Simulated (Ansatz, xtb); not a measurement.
## Relative energy of two isomers of C6H8FP

Structure I: `CCP1C=CC=C1F`, a singlet. Structure II: `CC1=CP(C)C=C1F`, a singlet. Both are isolated molecules in the gas phase, relaxed with r2SCAN-D4/def2-SVP; the shapes shown needn't be the lowest conformers.

I (Å):

```xyz
16

C    -0.4603    1.3634   -1.1789
C     0.3665    1.6581    0.0689
C     1.3271    0.6399    2.6444
C     2.1231   -0.4692    2.6561
C     1.8334   -1.4568    1.6298
C     0.7912   -1.0749    0.8468
F     0.3187   -1.7735   -0.1898
P    -0.0099    0.4479    1.4478
H    -1.5404    1.4191   -0.9703
H    -0.2473    0.3580   -1.5734
H    -0.2312    2.0918   -1.9731
H     1.4478    1.6294   -0.1420
H     0.1336    2.6600    0.4685
H     1.3942    1.4594    3.3634
H     2.9199   -0.6286    3.3902
H     2.3829   -2.3930    1.5029
```

II (Å):

```xyz
16

C    -3.2810    1.4032   -0.8013
C    -1.8455    1.0699   -1.0490
C    -1.0293    0.2688   -0.3031
C     1.8109    0.7771   -0.0433
C     0.1527    1.2346   -2.3834
C    -1.1437    1.5997   -2.2133
F    -1.8250    2.3925   -3.0523
P     0.5428   -0.0136   -1.1455
H    -3.6415    0.9446    0.1296
H    -3.9156    1.0524   -1.6326
H    -3.4263    2.4942   -0.7367
H    -1.3434   -0.2463    0.6085
H     2.7722    0.8146   -0.5777
H     1.9451    0.1483    0.8500
H     1.5151    1.7921    0.2583
H     0.7771    1.5356   -3.2257
```

Energies in hartree; the thermal terms are from GFN2-xTB frequencies at re-optimised GFN2-xTB minima (ideal gas, soft modes damped towards free rotors, one conformer each, 298.15 K, 1 atm) and include the zero-point energy:

```
                              I           II
E, CCSD(T)/def2-SVP  −672.848159  −672.862440
    E, MP2/def2-SVP  −672.739616  −672.755366
  E, MP2/def2-TZVPP  −673.509949  −673.526589
  zero-point energy     0.121708     0.120497
       H(298 K) − E     0.131306     0.130476
       G(298 K) − E     0.088115     0.086630
```

**Question.** Correct the CCSD(T) difference for the basis set by the MP2 change, then work out ΔE, ΔE₀, ΔH and ΔG for I → II in kJ/mol (1 Eh = 2625.50 kJ/mol) and the equilibrium ratio [II]/[I].

**Answer.** 1. Differences II − I: CCSD(T) −0.014281, MP2 in the small set −0.015750, MP2 in the large set −0.016640 Eh.
2. ΔE = −0.014281 + (−0.016640 − (−0.015750)) = −0.015171 Eh = −39.83 kJ/mol.
3. ΔE₀ = ΔE + ΔZPE = −0.015171 + (−0.001211) Eh = −43.01 kJ/mol.
4. ΔH = ΔE + (−0.000830) Eh = −42.01 kJ/mol.
5. ΔG = ΔE + (−0.001485) Eh = −43.73 kJ/mol, so ΔS = (ΔH − ΔG)/T = +5.8 J/(mol K).
6. kT = 0.9442 mEh, so K = [II]/[I] = exp(−ΔG/kT) = exp(+17.64) ≈ 4.6 × 10^7.

Structure II is favoured at this temperature. An error of 4 kJ/mol in ΔG would change K by a factor of 5. Mirror images and further conformers aren't counted.

As drawn, both hold the same kinds of bond in the same numbers. Structure I has 1 methyl group, II 2.

Other levels gave ΔE = −31.6 (GFN2-xTB); −23.4 (HF/STO-3G, GFN2-xTB geometries); −42.5 (r2SCAN-D4/def2-SVP//GFN2-xTB); −42.5 (r2SCAN-D4/def2-SVP); −43.2 (HF/def2-SVP); −41.4 (MP2/def2-SVP); −37.5 (CCSD(T)/def2-SVP) kJ/mol. The correlated steps freeze 12 core orbitals. Programs: Ansatz 0.2.0, xtb 6.7.1.
